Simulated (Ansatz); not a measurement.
Vertical singlet–triplet gap (eV) of eight silicon and germanium compounds: PBE beside PBE0, computed with Ansatz (a quantum-chemistry and plane-wave program) for isolated molecules in the bases named; differences from unrounded values. The eight are the first of their class met in an unordered collection, after screening for sound electronic states; none was chosen by its value. Functionals give these values as differences of separate SCF runs (ΔSCF), EOM-CCSD as a root; each molecule has one DFT geometry for both levels.

| molecule | basis | PBE0 |
|---|---|---|
| C₂H₇ClFNSi, SMILES C(C)[Si@](F)(Cl)N | def2-SVPD | 6.61 |
| C₃H₈N₂Si, SMILES C[Si@]1(N)C=NC1 | def2-SVPD | 3.28 |
| CH7GeN, SMILES [CH3][GeH2][NH2] | def2-SVPD | 5.75 |
| C3H4O2Si, SMILES O=C1C=C[SiH2]O1 | def2-SVPD | 3.83 |
| C5H12Si, SMILES CCC/C=C\[SiH3] | def2-SVPD | 3.84 |
| C2H11NSi3, SMILES [SiH3][C@@H]1[SiH2]CN1[SiH3] | def2-SVPD | 4.85 |
| C₄H₅FSi, SMILES C#C/C(F)=C/[SiH3] | def2-TZVPD | 3.21 |
| C2H10O2Si2, SMILES O[SiH2]CC[SiH2]O | def2-SVPD | 6.51 |

Question: Estimate the PBE values and say how PBE differs from PBE0 over the set. (Estimate from the structure and the level; the computed values follow.)

Answer: 
```csv
molecule,PBE,difference
"C₂H₇ClFNSi, SMILES C(C)[Si@](F)(Cl)N",6.35,-0.26
"C₃H₈N₂Si, SMILES C[Si@]1(N)C=NC1",3.23,-0.05
"CH7GeN, SMILES [CH3][GeH2][NH2]",5.53,-0.23
"C3H4O2Si, SMILES O=C1C=C[SiH2]O1",3.85,0.02
"C5H12Si, SMILES CCC/C=C\[SiH3]",3.96,0.12
"C2H11NSi3, SMILES [SiH3][C@@H]1[SiH2]CN1[SiH3]",4.48,-0.37
"C₄H₅FSi, SMILES C#C/C(F)=C/[SiH3]",3.22,0.01
"C2H10O2Si2, SMILES O[SiH2]CC[SiH2]O",5.86,-0.66
```
PBE lies below PBE0 in 5 and above it in 3 of the eight; the mean signed difference is -0.18 and the largest -0.66 eV.
